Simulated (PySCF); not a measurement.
Si(Cl)2(GeH3)(OH) (Cl2GeH4OSi), SMILES O[Si](Cl)(Cl)[GeH3].

Geometry optimised at PBE-D3(BJ)/def2-SVP. The values are those of a single conformer.

The numbers are results of PBE-D3(BJ)/def2-SVP in PySCF 2.14.0, not measurements.

Frequencies are harmonic and unscaled.

**Question.** Give all harmonic wavenumbers and intensities. (Estimate from the structure and the level; the computed values follow.)

**Answer.** 
```csv
mode,ν (cm⁻¹),IR (km/mol),moving atoms (share of kinetic energy)
1,83,2.1,"Cl 61 %, Ge 16 %, H 9 %, Si 8 %"
2,95,0.0,H 96 %
3,105,1.0,"Cl 42 %, O 25 %, Ge 17 %, Si 9 %"
4,178,3.5,"Cl 62 %, Si 17 %, O 11 %"
5,186,26.6,"H 62 %, Cl 17 %, O 14 %"
6,194,17.5,"O 39 %, Ge 32 %, Cl 20 %"
7,291,80.3,"O 48 %, H 35 %, Cl 15 %"
8,351,15.1,"Cl 39 %, Si 28 %, O 15 %, Ge 11 %"
9,454,34.9,"H 85 %, Cl 9 %"
10,462,15.9,H 85 %
11,534,118.6,"Si 60 %, Cl 26 %, H 9 %"
12,574,137.6,"Si 65 %, Cl 28 %"
13,759,156.6,H 96 %
14,790,202.2,"H 61 %, O 28 %, Si 11 %"
15,847,39.5,H 99 %
16,847,31.3,H 99 %
17,904,46.1,"O 39 %, Si 37 %, H 24 %"
18,2086,50.3,H 100 %
19,2104,85.6,H 98 %
20,2106,79.9,H 98 %
21,3734,88.0,H 94 %
```
